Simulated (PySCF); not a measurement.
CH₄BClO₂, SMILES O(B(Cl)O)C.

Coordinates come from a PBE0-D3(BJ)/def2-SVP optimisation. Other conformers were not sampled.

Level of theory: PBE0-D3(BJ)/def2-SVP (PySCF 2.14.0).

Frequencies are harmonic and unscaled.

A small imaginary wavenumber (i) marks a very flat motion, where grid noise or a shallow saddle decides the sign.

| mode | ν (cm⁻¹) | IR (km/mol) | moving atoms (share of kinetic energy) |
|---|---|---|---|
| 1 | 4i | 0.0 | H 95 % |
| 2 | 139 | 8.7 | O 46 %, H 21 %, C 19 % |
| 3 | 231 | 3.0 | O 34 %, C 26 %, H 19 %, Cl 12 %, B 9 % |
| 4 | 333 | 15.8 | O 47 %, C 18 %, Cl 15 %, H 14 % |
| 5 | 428 | 5.6 | Cl 46 %, O 34 %, H 10 %, C 10 % |
| 6 | 517 | 103.2 | H 91 %, O 8 % |
| 7 | 599 | 44.1 | B 81 %, O 16 % |
| 8 | 712 | 29.4 | O 64 %, B 16 %, Cl 12 % |
| 9 | 954 | 109.8 | H 63 %, O 15 %, B 11 %, C 10 % |
| 10 | 1110 | 26.2 | C 31 %, O 31 %, H 24 %, B 13 % |
| 11 | 1187 | 0.4 | H 77 %, C 19 % |
| 12 | 1201 | 40.1 | H 71 %, C 18 % |
| 13 | 1291 | 557.0 | B 52 %, O 40 % |
| 14 | 1436 | 172.8 | H 65 %, B 15 %, C 14 % |
| 15 | 1477 | 4.5 | H 97 % |
| 16 | 1478 | 2.6 | H 96 % |
| 17 | 1561 | 360.0 | B 49 %, O 26 %, H 24 % |
| 18 | 3055 | 49.5 | H 97 % |
| 19 | 3152 | 19.5 | H 90 %, C 10 % |
| 20 | 3165 | 11.3 | H 90 %, C 10 % |
| 21 | 3933 | 121.4 | H 94 % |
